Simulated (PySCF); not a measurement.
Saddle point of SiH$_{3}$ClO$_{2}$, closed shell (SiH₃ClO₂ ([OH][SiH]([OH])[Cl]) → SiHClO ([O][SiH][Cl]) + H₂O (still joined by a long Si–O bond); bonds formed: O2–H4; bonds broken: O3–H4; bonds weakened to dative contacts: Si1–O2), PBE0-D4/def2-TZVP structure:

```xyz
7
angstrom
Si -0.5696 0.2396 0.3779
O 1.0999 0.0781 -0.3935
O -1.0926 0.6063 -1.0365
H 0.4117 0.2916 -1.2008
H -0.4195 1.1893 1.4910
Cl -0.9089 -1.5968 1.2161
H 1.4792 -0.8081 -0.4544
```

Energies are electronic, without zero-point energy. Barriers and step energies count from the start structure reached by relaxing down the imaginary mode; all methods use the PBE0-D4 structures, on which another method's saddle can fall below an end. Computed with PySCF 2.14 with density fitting (its default auxiliary sets; JK sets also for MP2 and CCSD(T)) (basis: def2-TZVPP, with def2-QZVPP for the basis limit); correlated methods freeze the cores. B3LYP uses VWN-RPA correlation. Extrapolation: Hartree–Fock as exp(−7.88 √X), correlation as X^−2.97.

```tsv
method	barrier (kJ/mol)	step energy (kJ/mol)
SPW92	184.2	191.3
PBE-D4	?	187.6
r2SCAN-D4	213.4	204.3
PBE0-D4	?	206.8
B3LYP-D4	220.4	204.4
BHLYP-D4	244.2	224.1
wB97M-V	220.9	206.8
HF	?	245.4
MP2	218.8	206.1
CCSD	234.8	217.0
CCSD(T)	224.5	209.7
```

(1) Fill in the withheld barriers. (To be estimated.)

T1 diagnostic: at most 0.015.

## Answers

(1) The calculation gives: PBE-D4 194.7; PBE0-D4 216.8; HF 278.9 kJ/mol. Each is the energy of the saddle less that of the start structure, by the same method.

For comparison, the barrier by CCSD(T) at an estimated basis limit (MP2 extrapolated from triple and quadruple zeta, plus CCSD(T) − MP2 in triple zeta) is 224.6 kJ/mol.

Labels in which every atom is bracketed show which atoms are joined, not bond orders.

For scale, one of the runs: CCSD(T)/def2-TZVPP, 188 basis functions, launched by `OMP_NUM_THREADS=4 python run.py`. Time: 7.2 min of wall clock on 4 CPU threads of an Arm Neoverse V1; the host was shared. Peak host memory: 2.1 GiB.
